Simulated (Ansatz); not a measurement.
Species: C10H8BF, SMILES `Bc1cc(F)cc2cccc-2c1` (charge 0, multiplicity 1).

Give a relaxed geometry from B3LYP-D3(BJ)/def2-SVP in Ansatz (a quantum-chemistry and plane-wave program).

One answer among several that fit: the end point of this relaxation, one of several conformers (outside a Z-matrix the atoms follow the SMILES, hydrogens last).
Z-matrix (Å, degrees):
```
C
C 1 1.3898
H 2 1.0951 1 114.69
C 1 1.4107 2 125.72 3 0.01
H 4 1.0896 1 124.86 2 0.00
C 4 1.4077 5 126.38 1 -180.00
H 6 1.0908 4 125.15 5 0.00
C 6 1.4051 7 125.13 4 -180.00
H 8 1.0895 6 126.52 7 0.00
C 8 1.4115 9 125.00 6 180.00
C 10 1.3858 8 125.84 9 -0.01
H 11 1.0944 10 117.54 8 0.00
C 11 1.4002 12 114.72 10 -179.99
F 13 1.3523 11 114.27 12 0.01
C 13 1.3868 14 115.32 11 -179.99
H 15 1.0938 13 113.15 14 0.00
C 2 1.4170 3 114.89 1 179.99
B 17 1.5400 2 117.62 3 -0.03
H 18 1.2070 17 120.32 2 -179.98
H 18 1.2071 19 119.49 17 -179.99
```
